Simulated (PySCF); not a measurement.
Zn(Et)(SH) cation (C₂H₆SZn), SMILES C[CH2][Zn][SH] (connectivity only; charge and spin as stated), charge +1, multiplicity 2.

The structure is a stationary point at B3LYP-D3(BJ)/def2-SVP. The spin state was assumed, not searched. The isomer is the one that the SMILES or the coordinates give; other isomers of the formula were not compared. Other conformers were not sampled.

These are PySCF with B3LYP-D3(BJ)/def2-SVP values and carry that method's errors.

Frequencies are harmonic and unscaled.

A small imaginary wavenumber (i) marks a very flat motion, where grid noise or a shallow saddle decides the sign.

Computed vibrational spectrum:
```
mode  ν (cm⁻¹)  IR (km/mol)  moving atoms (share of kinetic energy)
----  --------  -----------  --------------------------------------
1           1i          7.3         H 46 %, Zn 21 %, C 20 %, S 13 %
2           64          2.4         Zn 31 %, S 27 %, C 23 %, H 19 %
3           93         11.0                 H 64 %, C 16 %, Zn 12 %
4          194          5.7                 C 48 %, H 30 %, Zn 17 %
5          225          4.5                          H 86 %, C 10 %
6          281        243.6                         S 61 %, Zn 31 %
7          352        222.1                 C 72 %, H 15 %, Zn 11 %
8          583         13.7                          H 87 %, C 12 %
9          613         23.5                                  H 93 %
10         837          3.1                                  H 96 %
11         855          2.5                           H 91 %, C 9 %
12         992       1869.3                          H 53 %, C 46 %
13        1064         78.0                          C 56 %, H 44 %
14        1208          1.7                          H 70 %, C 30 %
15        1334         76.3                          H 88 %, C 12 %
16        1393         23.7                                  H 98 %
17        1426          6.4                          H 88 %, C 12 %
18        1458          8.6                          H 85 %, C 15 %
19        2636         59.6                                  H 97 %
20        2924        426.9                                  H 95 %
21        3035        107.1                                  H 95 %
22        3075          9.1                                  H 94 %
23        3130          4.1                          H 90 %, C 10 %
24        3149          3.5                          H 90 %, C 10 %
```
